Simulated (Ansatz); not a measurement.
The cation of C2H5BS, SMILES `B1CSC1` at the neutral geometry.

```yaml
crystal:
  periodic: [false, false, false]
  atoms:
    - {symbol: B, position_ang: [-0.398111, 0.508221, -0.454724]}
    - {symbol: C, position_ang: [1.130607, 0.462986, -0.098004]}
    - {symbol: S, position_ang: [0.830828, -1.041577, 0.900370]}
    - {symbol: C, position_ang: [-0.888400, -0.752867, 0.342489]}
    - {symbol: H, position_ang: [-1.010114, 1.276144, -1.140216]}
    - {symbol: H, position_ang: [1.809612, 0.309103, -0.942322]}
    - {symbol: H, position_ang: [1.507683, 1.311385, 0.481264]}
    - {symbol: H, position_ang: [-1.302212, -1.564832, -0.263375]}
    - {symbol: H, position_ang: [-1.591394, -0.554862, 1.157420]}
basis:
  gaussian: {orbitals: def2-QZVPP}
total_charge: 1
magnetization: {spin_polarized: true, initial_magnetization: 1}
correlation: {method: mp2}
scf: {omitted_lower_state_checks: [cluster_reference]}
```

```sh
$ ansatz run in.yaml --threads 4 --pin off --events-out ev --progress --plain
```

It prints (some lines left out):

```
Functional definition: HF
2320 factors; integrals over basis functions are off by at most 5.7e-4 eV
mean field evaluation 1: about -13616.5425 eV, gradient 3.3e1 eV
mean field evaluation 2: about -13616.5447 eV, gradient 3.3e1 eV
mean field evaluation 4: about -13622.2772 eV, gradient 3.1e0 eV
mean field evaluation 8: about -13622.4103 eV, gradient 1.2e-1 eV
mean field evaluation 16: about -13619.3161 eV, gradient 2.6e0 eV
mean field -13622.41056113 eV, -500.6143545200 hartree, gradient 3.4e-6 eV, S^2 0.768643; 2 other end points of the search recorded, 0 dependent functions left out
8 core orbitals not correlated: weight in the atoms' cores, before any rotation towards them, 1.000 or more for the frozen orbitals, at most 0.000 for the correlated occupied ones
reference -13622.41056113 eV, -500.6143545200 hartree; 11, 10 occupied and 372, 373 virtual orbitals, 2320 factors
second order -16.34147776 eV of doubles, -0.00000000 eV of singles
Total energy: -13638.75203889 eV, -501.2148927512 hartree
Checks for a lower state left out: cluster_reference
```

It took 57 s on 4 threads of a server CPU on a shared host, with 2 GiB of host memory at the peak.
